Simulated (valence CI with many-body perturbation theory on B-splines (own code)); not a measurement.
## Pt⁴⁶⁺: what the settings do

Calculated by relativistic CI+MBPT: four valence electrons over a frozen Dirac-Fock core [Ar] 3d10, radial functions for each j: 6 s, 6 p, 5 d, 3 f, 1 g, with the one-electron correlation potential Σ1 (screened to all orders), the two-electron term Σ2, the three-electron term Σ3, Breit, model QED; selected single and double excitations, second order for the rest, scaled by the run's own slope (own B-spline code, finite nucleus).

No measured spectrum was set against this ion. As an estimate, large intervals hold to a few tenths of a per cent, small ones and those within an open d or f shell to about a per cent.

The reference run has the lowest level (4s^2 4p1/2^2) J=0 and an ionisation energy of 2538.29 eV. Its largest variational space holds 9998 state functions.

Levels are named by their leading jj configuration (3d3/2^4 stands for four electrons in 3d with j = 3/2), which in mixed levels can hold well under half, so a name can repeat and another be missing. Letters in brackets count levels of one name in rising energy.

Changed runs:
A. scale of Σ1 1 → 1.1
B. hole-hole ladder in Σ2 on → off
C. natural orbitals for correlation on → off
D. Davidson iteration limit 60 → 1 (bad on purpose)

Excitation energies of the reference run in cm⁻¹, and shifts in cm⁻¹:

```
                     Level  Reference      A       B      C         D
    (4s^2 4p1/2 4p3/2) J=1     989412   +239     -75   -325      +289
    (4s^2 4p1/2 4p3/2) J=2    1026890   +239     -40    -46      +549
    (4s 4p1/2^2 4p3/2) J=2    1848760   +137     -74   -403      +389
    (4s 4p1/2^2 4p3/2) J=1    1976620   +135    +0.2    +41      +247
        (4s^2 4p3/2^2) J=2    2044730   +478     -78   -234      +604
        (4s^2 4p3/2^2) J=0    2125420   +479     +13   +269      +6.7
    (4s^2 4p1/2 4d3/2) J=2    2338910    +27     -84   -157      +477
    (4s^2 4p1/2 4d3/2) J=1    2500070    +37    -3.1   +538      +358
    (4s^2 4p1/2 4d5/2) J=2    2621100   +153    -101   -297      +480
    (4s^2 4p1/2 4d5/2) J=3    2635220   +136     -69    +54      +367
(4s 4p1/2 4p3/2^2) J=2 [a]    2828940   +340    -123   -437      +311
    (4s 4p1/2 4p3/2^2) J=3    2894920   +359     -89   -260      +372
    Ionisation energy (eV)    2538.29  +0.19  -0.032  -0.16  -0.00022
```

Run D: The Davidson iterations stopped at their limit.
